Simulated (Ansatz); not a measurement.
`[OH][Zr]([F])([F])[Cl]`, relaxed with RKS PBE-D4/def2-SVP in Ansatz from a rough embedded geometry. The force threshold is 0.03 eV/Å; the program also tests the step.

The species carries charge 0 and has multiplicity 1. Zr takes the def2 core potential.

Start:

```xyz
6

O     0.708    1.381    0.491
Zr   -0.239   -0.383   -0.478
F     1.113   -1.941    0.291
F    -1.992   -0.943    0.539
Cl   -0.015    0.970   -2.095
H     0.424    0.916    1.252
```

**Question.** How much energy does the relaxation release, and in how many steps? (Estimate.)

**Answer.** Computed: 82.03 kcal/mol, in 8 steps.

**Question.** Which bonds change most? (Best estimate.)

**Answer.** Computed: O1–Zr2 from 2.225 to 1.905 Å; Zr2–F3 from 2.201 to 1.911 Å; Zr2–Cl5 from 2.120 to 2.370 Å; Zr2–F4 from 2.102 to 1.911 Å.

**Question.** Give the relaxed structure. (An estimate is asked.)

**Answer.** Computed: 
```xyz
6

O     0.451    0.932    1.023
Zr   -0.150   -0.341   -0.261
F     0.990   -1.874   -0.202
F    -1.928   -0.885    0.181
Cl   -0.115    0.605   -2.434
H     0.751    1.562    1.693
```
